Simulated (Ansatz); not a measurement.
Reaction (isomerisation): `CC1(O)CCCC1` → `CCCCCC=O`

Gas-phase electronic energies from Ansatz, PBE0-D4/def2-TZVP geometries. CBS: MP2 limit from def2 TZ/QZ plus the TZ coupled-cluster correction, frozen cores. Each species was taken in one conformer, which may not be the lowest.

```
      species  CCSD(T)/CBS(def2) energy (Eh)
`CC1(O)CCCC1`                     -310.72799
   `CCCCCC=O`                     -310.71177
```

Q: Work out ΔE.

A: ΔE = (-310.71177) − (-310.72799) = 0.01622 Eh = +0.44 eV.

Largest T1 diagnostic among the species: 0.012.

At CCSD(T), def2-SVP lies −0.14 eV from the extrapolated value and def2-TZVPP −0.03 eV. The D4 term adds +0.13 eV with B3LYP and +0.06 eV with PBE0; it sums over pairs of atoms, weighted by their polarisabilities, and B3LYP, whose exchange is more repulsive, gets the larger term.

B3LYP here is the variant with VWN-RPA as its local correlation; programs differ in this.
